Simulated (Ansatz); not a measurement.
Mulliken charges of FGeH$_{5}$Si, SMILES `F[SiH2][GeH3]` from PBE/def2-TZVPP in Ansatz (PBE0-D4/def2-TZVP geometry).

| atom | x (Å) | y (Å) | z (Å) | charge (e) |
| --- | --- | --- | --- | --- |
| F1 | -1.938 | 1.112 | -0.414 | -0.282 |
| Si2 | -0.486 | 0.616 | -0.887 | 0.410 |
| Ge3 | 0.536 | -0.637 | 0.859 | 0.008 |
| H4 | -0.667 | -0.211 | -2.108 | -0.066 |
| H5 | 0.315 | 1.820 | -1.227 | -0.066 |
| H6 | 0.717 | 0.224 | 2.119 | 0.000 |
| H7 | 1.922 | -1.111 | 0.388 | -0.005 |
| H8 | -0.307 | -1.870 | 1.216 | 0.000 |

Question: By hand: the dipole of these point charges (1 e Å = 4.8032 D).

Answer: Σ q r = (0.365, -0.167, -0.022) e Å, of length 0.402 e Å = 1.93 D.

Question: How does the dipole of the full density compare? (An estimate is asked.)

Answer: The calculation gave: (0.207, -0.078, -0.051) e Å, 1.09 D; the point charges give 1.77 times that, at 11° from its direction.

Point charges leave out the atoms' own dipoles, such as those of lone pairs, and Mulliken's split depends on the basis, so the two needn't agree.
